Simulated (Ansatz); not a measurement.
C2H4BrFSi (`F[Si]1(Br)CC1`) at its PBE0-D4/def2-TZVP geometry, where that method's forces vanish. Total charge 0; spin multiplicity 1.

```xyz
9

F     0.2402   -0.5845   -2.2532
Si    0.5435   -0.4860   -0.6985
Br    2.3793   -1.5968   -0.2650
C    -0.8074   -0.3468    0.4929
C     0.0529    0.9768    0.2414
H    -1.8367   -0.2929    0.1504
H    -0.7236   -0.7741    1.4869
H     0.6381    1.3191    1.0888
H    -0.4863    1.7851   -0.2437
```

**Question.** What forces (eV/Å) does B3LYP-D4/def2-TZVPP give on these atoms in Ansatz 0.2.0? (An estimate is asked.)

**Answer.** Ansatz gave: 
```
F1  -0.050 -0.009 -0.217
Si2 -0.061  0.055  0.081
Br3  0.202 -0.122  0.048
C4  -0.220 -0.209  0.106
C5   0.111  0.301  0.008
H6   0.056 -0.006  0.043
H7  -0.026  0.029 -0.062
H8  -0.049 -0.004 -0.055
H9   0.037 -0.037  0.048
```

B3LYP here is the variant with VWN-RPA as its local correlation; programs differ in this.
